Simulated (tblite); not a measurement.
Species: C7H6FN2 (doublet state).
SMILES with atom numbers: `[H]/[N:7]=[C:6]1/[C@@:3]([C:2]=[CH2:1])([C:4]#[N:5])[C@H:9]([F:10])[CH2:8]1` (hydrogens: H11, H12 on C1; H13 on N7; H14, H15 on C8; H16 on C9)

The geometry is computed with GFN2-xTB (gas phase). This method treats the open shell by occupation alone, without spin polarisation.

Problem. Give the optimised bond lengths and angles.

Solution. 
```csv
bond,length (Å),order
C1=C2,1.291,double
C2–C3,1.448,single
C3–C4,1.445,single
C4≡N5,1.142,triple
C3–C6,1.531,single
C6=N7,1.242,double
C6–C8,1.513,single
C8–C9,1.531,single
C9–F10,1.362,single
C3–C9,1.591,single
C1–H11,1.080,single
C1–H12,1.092,single
N7–H13,1.017,single
C8–H14,1.089,single
C8–H15,1.090,single
C9–H16,1.094,single
```

Orders are formal, as drawn. A selection of angles:
```csv
angle,degrees
C2–C1–H11,121.5
C2–C1–H12,124.0
H11–C1–H12,114.5
C1–C2–C3,143.4
C2–C3–C4,110.0
C2–C3–C6,114.5
C2–C3–C9,119.0
C4–C3–C6,113.3
C4–C3–C9,111.5
C6–C3–C9,86.9
C3–C4–N5,178.3
C3–C6–N7,128.2
C3–C6–C8,93.0
N7–C6–C8,138.8
C6–N7–H13,116.8
C6–C8–C9,89.8
C6–C8–H14,115.8
C6–C8–H15,112.6
C9–C8–H14,116.0
C9–C8–H15,112.3
H14–C8–H15,109.4
C8–C9–F10,114.5
C8–C9–H16,116.3
F10–C9–H16,107.3
C3–C9–C8,90.0
C3–C9–F10,115.1
C3–C9–H16,113.3
```

Torsions: C1–C2–C3–C4 129° (anticlinal); C2–C3–C6–N7 -65° (synclinal); C3–C6–C8–C9 5° (synperiplanar); C6–C8–C9–F10 -123° (anticlinal); C2–C3–C9–C8 -112° (anticlinal); H13–N7–C6–C3 180° (antiperiplanar).

Of the pairs four or more bonds apart, F10···H12 is among the closest relative to their van der Waals radii: 2.50 Å, 94 % of the sum of Bondi's values. C1 (carbon bonded to C and 2 H) is planar (angles 124.0°, 121.5° and 114.5°, sum 360.0°, 0.00 Å off the plane of its three neighbours). C6 (carbon bonded to 2 C and N) is planar (angles 138.8°, 128.2° and 93.0°, sum 360.0°, 0.01 Å off the plane of its three neighbours). The 2 C–N bonds span 1.142 Å (C4≡N5, drawn triple) to 1.242 Å (C6=N7, drawn double), a spread of 0.100 Å. The 7 C–C bonds span 1.291 Å (C1=C2, drawn double) to 1.591 Å (C3–C9, drawn single), a spread of 0.300 Å. The 4-membered ring C3–C6–C8–C9 has internal angles of 86.9° to 93.0°; it is slightly puckered (a soft mode that the optimisation may not have finished), 0.03 Å rms from its mean plane, widest ring torsion 5°.

Point group: C1 (no symmetry element, even within 0.4 Å). Its GFN2-xTB frequencies are all real (lowest 37 cm⁻¹).

One conformer stands for the species.
